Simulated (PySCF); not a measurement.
Electron correlation in Eu⁵⁵⁺ (europium, charge +55)

[He] 2s2 2p4, high-spin 3P determinant. All numbers are calculated (PySCF 2.14, the spin-free X2C one-electron Hamiltonian (Gaussian nucleus), in an even-tempered Gaussian basis (19 s from 30 bohr⁻², ratio 2.2; 13 p from 39 bohr⁻², ratio 2.2; 5 d from 160 bohr⁻², ratio 2.4; 5 f from 230 bohr⁻², ratio 2.4; 4 g from 350 bohr⁻², ratio 2.4)). Frozen: nothing; 8 electrons correlated; the 13 highest virtual orbitals of each spin left out.

| level | correlation energy (mhartree) |
| --- | --- |
| CCSD | -311.67 |
| (T) | -0.04 |
| CCSD(T) | -311.71 |

Diagnostics: T1 = 3.4e-05, D1 = 0.0001, largest double amplitude 0.004.

Spin-orbit coupling is strong in this species (close to jj coupling), so the high-spin LS determinant is a model state, not a physical level.

Cost of the coupled-cluster step: 99 s of wall time on 2 threads of Neoverse-V2 (shared host), for 8 correlated electrons.

At this charge the one-electron X2C treatment keeps the bare 1/r₁₂, with no two-electron picture change or Breit term. That inflates the 1s pair energies well beyond their four-component values; and a scalar Hamiltonian misses the large spin-orbit splitting of the p shells, which matters for ns² → np² pairs.

Spin-orbit coupling is strong in this species, so the high-spin LS determinant is a model state.
